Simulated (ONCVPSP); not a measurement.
**Potentials for iron compared**

Generated with ld1.x 7.5 (TM, RRKJ, ultrasoft, PAW), atompaw 4.2 or ONCVPSP 4.0.1. The cutoff is in Ry: for ld1.x and atompaw files where the sum of valence levels is converged to 10 mRy in a Bessel basis, for ONCV files where the hardest occupied wave has 1 mHa per electron of residual kinetic energy. The error is the largest all-electron minus pseudo excitation energy over each file’s own four to seven test configurations (ionisations up to +4, promotions, holes and added fractions of an electron), all of which were solved. The labels leave out finer settings (local radius, basis sizes, second energies), which also bear on the numbers. Spin-polarised tests are not counted. The rows are a selection from randomly drawn settings: files with unsolved tests, undetermined cutoffs or missed reference levels are left out.

A true bound ghost makes a file unfit for plane-wave use even where its test errors are small: the radial tests pick states by their node count and pass the ghost by.

| potential | cutoff (Ry) | largest error (meV) | bound ghosts |
| --- | --- | --- | --- |
| ONCV, BLYP, scalar-relativistic, rc 0.85/0.95/1.30 (spd), local smoothed, core correction yes, reference 3s2 3p6 3d6, qcut 8.7/8.7/12.9, projectors 2/3/2 | 382 | +20 | none |
| ONCV, LDA (Perdew-Wang 92), scalar-relativistic, rc 1.20/1.00/1.00 (spd), local smoothed, core correction yes, reference 3s2 3p6 3d6 4s2, qcut 11.3/16.5/16.3, projectors 2/2/2 | 189 | -3.9 | none |
| ONCV, Wu-Cohen, scalar-relativistic, rc 1.20/1.05/1.00 (spd), local smoothed, core correction no, reference 3s2 3p6 3d6 4s2, qcut 11.7/15.6/17.1, projectors 2/2/2 | 198 | +5.9 | none |
| ONCV, PBE, scalar-relativistic, rc 2.30/2.15/1.05 (spd), local smoothed, core correction no, reference 3d6 4s1, qcut 2.8/3.3/14.4, projectors 1/2/2 | 170 | +66 | s |

Task: Fill in the row for Fe: ONCV, PBEsol, scalar-relativistic, rc 2.50/2.75/1.90/2.60 (spdf), local smoothed, core correction no, reference 3d6 4s1.5, qcut 2.4/3.2/8.4/3.8, projectors 2/2/2/3.

Result: cutoff 59 Ry, largest error +37 meV, bound ghosts: none.

Task: Fill in the row for Fe: ONCV, Wu-Cohen, scalar-relativistic, rc 1.45/1.35/1.70 (spd), local smoothed, core correction no, reference 3s2 3p6 3d6 4s2, qcut 9.2/12.8/10.4, projectors 2/2/2.

Result: cutoff 77 Ry, largest error +34 meV, bound ghosts: none.
